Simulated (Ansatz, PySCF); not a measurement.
Input for Ansatz (an electronic-structure program):
Ansatz 0.2 input:
```yaml
crystal:
  periodic: [false, false, false]
  atoms:
    - {symbol: Te, position_ang: [-0.01170558, 0.01195986, 0.61430806]}
    - {symbol: Cl, position_ang: [1.11463884, 1.32379797, -0.94476070]}
    - {symbol: Cl, position_ang: [-1.07883353, -1.36038108, -0.93429926]}
basis:
  gaussian:
    orbitals: def2-SVPD
hamiltonian:
  xc: revpbe
accuracy: high
```

Q: Convert this to an input for PySCF.

A: This is not unique; one that fits is 
```python
from pyscf import gto, scf, dft

mol = gto.Mole()
mol.atom = '''
    Te   -0.01170558    0.01195986    0.61430806
    Cl    1.11463884    1.32379797   -0.94476070
    Cl   -1.07883353   -1.36038108   -0.93429926
'''
mol.basis = 'def2-svpd'
mol.ecp = {'Te': 'def2-svpd'}
mol.verbose = 4
mol.build()

mf = dft.RKS(mol)
mf.xc = 'revpbe'
mf.grids.atom_grid = (99, 590)
mf.grids.prune = None
mf.kernel()
```

Both were run: Ansatz gave -1188.046092 Eh and PySCF -1188.046091 Eh, 0.001 mEh apart.
